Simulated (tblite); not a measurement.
Torsional barriers computed with GFN2-xTB (tblite), climbing-image nudged elastic band, gas phase; electronic energies of the top image counted from the start geometry. The bands met a force threshold of 0.05 eV/Å; their tops weren't refined or checked by frequencies and can lie a kcal/mol or more above the method's true saddle points. Atom numbers follow the mapped SMILES.

**Question.** Rank the forward barriers of these bands, lowest first.
A. `[F:1][C:2]([F:3])([F:4])[C:5]([F:6])([F:7])[CH2:8][SH:9]`: F1–C2–C5–F7 from 167° to -74°
B. `[F:1][CH2:2][C@@H:3]1[O:4][C@@H:5]1[C:6]([F:7])([F:8])[F:9]`: C3–C5–C6–F9 from -67° to 54°
C. `[CH3:1][O:2][C:3]1=[C:4]([F:5])[C@@H:6]([F:7])[C:8](=[O:9])[O:10]1`: O10–C3–O2–C1 from 2° to 180°

**Answer.** B (1.6 kcal/mol), A (2.1 kcal/mol), C (4.5 kcal/mol).

```tsv
SMILES	ends of the turned bond	barrier (kcal/mol)	end above start (kcal/mol)	dihedral at top (°)	bond at start (Å)	bond at top (Å)	Eyring rate at 298 K (s⁻¹)
FC[C@@H]1O[C@@H]1C(F)(F)F	sp3 carbon bound to oxygen / CF3 carbon	1.6	0.0	-8	1.519	1.520	4 × 10^11
FC(F)(F)C(F)(F)CS	CF3 carbon / CF2 carbon	2.1	0.0	-136	1.555	1.563	2 × 10^11
COC1=C(F)[C@@H](F)C(=O)O1	vinylic carbon bearing oxygen / ether oxygen	4.5	0.8	94	1.322	1.327	3 × 10^9
```

Rates take the electronic barrier for the free energy of activation. GFN2-xTB barriers can miss by several kcal/mol, and conformer orders can be wrong, so the ranking may change at better levels.
